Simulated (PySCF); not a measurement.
PySCF input (M06-2X/6-31G* with LANL2DZ past Ar (5d)):

```python
from pyscf import gto, dft

mol = gto.M(
    atom='''
    C    -1.75287200   -0.73718900    0.60484600
    N    -0.89112500    0.19683700    0.06542100
    C    -1.42713300    1.06477700   -0.96867000
    Ge    0.93821400   -0.14568500    0.09899400
    H    -1.39397100   -1.35061200    1.41846100
    H    -2.81519300   -0.56647900    0.49786000
    H    -2.34804400    1.53550600   -0.61251700
    H    -1.66138300    0.51988800   -1.89235600
    H    -0.71454300    1.85531200   -1.20549600
    H     1.34271200   -1.16500900   -0.98881300
    H     1.25039700   -0.71039700    1.49162600
    H     1.63507500    1.20032900   -0.15158300
    ''',
    basis={'default': '6-31g*', 'Ge': 'lanl2dz'},
    ecp={'Ge': 'lanl2dz'},
    charge=0,
    spin=1,
    verbose=4,
)

mf = dft.UKS(mol, xc='m062x')
mf.grids.level = 4
mf.conv_tol = 1e-9
mf.max_cycle = 100
mf.max_memory = 1500
mf.kernel()
if not mf.converged:
    mf = mf.newton()
    mf.kernel(mf.make_rdm1())
mo, _, stable, _ = mf.stability(return_status=True)
if not stable:
    mf.kernel(mf.make_rdm1(mo, mf.mo_occ))
    stable = mf.stability(return_status=True)[2]
mf.dip_moment()
```

From the output:

```
  HOMO = -0.176798826498  LUMO = 0.041474986387  gap/eV = 5.93953
cycle= 7 E= -139.356011146465  delta_E= -2.26e-05  |g|= 0.00169  |ddm|= 0.00973
  alpha nocc = 16  HOMO = -0.177142195388518  LUMO = 0.0512607878792707
  beta  nocc = 15  HOMO = -0.317282059426116  LUMO = 0.041798964702384
  HOMO = -0.177142195389  LUMO = 0.0417989647024  gap/eV = 5.95769
cycle= 8 E= -139.356015157287  delta_E= -4.01e-06  |g|= 0.000471  |ddm|= 0.00517
  alpha nocc = 16  HOMO = -0.177179789753833  LUMO = 0.05124450982498
  beta  nocc = 15  HOMO = -0.317361835731459  LUMO = 0.0418041998029583
  HOMO = -0.177179789754  LUMO = 0.041804199803  gap/eV = 5.95886
cycle= 9 E= -139.356015388646  delta_E= -2.31e-07  |g|= 0.000191  |ddm|= 0.000956
  alpha nocc = 16  HOMO = -0.177174467517732  LUMO = 0.0512457844360922
  beta  nocc = 15  HOMO = -0.317371346805103  LUMO = 0.0418032516593797
  HOMO = -0.177174467518  LUMO = 0.0418032516594  gap/eV = 5.95869
cycle= 10 E= -139.356015429456  delta_E= -4.08e-08  |g|= 4.51e-05  |ddm|= 0.000505
  alpha nocc = 16  HOMO = -0.177170479504838  LUMO = 0.0512466132456891
  beta  nocc = 15  HOMO = -0.31738128089335  LUMO = 0.0418024069481051
  HOMO = -0.177170479505  LUMO = 0.0418024069481  gap/eV = 5.95856
cycle= 11 E= -139.356015433393  delta_E= -3.94e-09  |g|= 9.81e-06  |ddm|= 0.000219
  alpha nocc = 16  HOMO = -0.177169020847558  LUMO = 0.0512457180858699
  beta  nocc = 15  HOMO = -0.317383074791531  LUMO = 0.0418026015547883
  HOMO = -0.177169020848  LUMO = 0.0418026015548  gap/eV = 5.95852
cycle= 12 E= -139.356015433519  delta_E= -1.26e-10  |g|= 4.28e-06  |ddm|= 3.41e-05
  alpha nocc = 16  HOMO = -0.177170240417693  LUMO = 0.0512461680734689
  beta  nocc = 15  HOMO = -0.317383570115279  LUMO = 0.041801969159253
  HOMO = -0.177170240418  LUMO = 0.0418019691593  gap/eV = 5.95854
Extra cycle  E= -139.356015433531  delta_E= -1.28e-11  |g|= 2.79e-06  |ddm|= 1e-05
converged SCF energy = -139.356015433531  <S^2> = 0.7536744  2S+1 = 2.003671
uhf_internal: lowest eigs of H = [0.23314244 0.34315631 0.36897053]
<class 'pyscf.dft.uks.UKS'> wavefunction is stable in the internal stability analysis
Dipole moment(X, Y, Z, Debye):  0.57767,  0.61952, -0.52053
```

The geometry given is a B3LYP-D3(BJ)/def2-TZVP minimum.
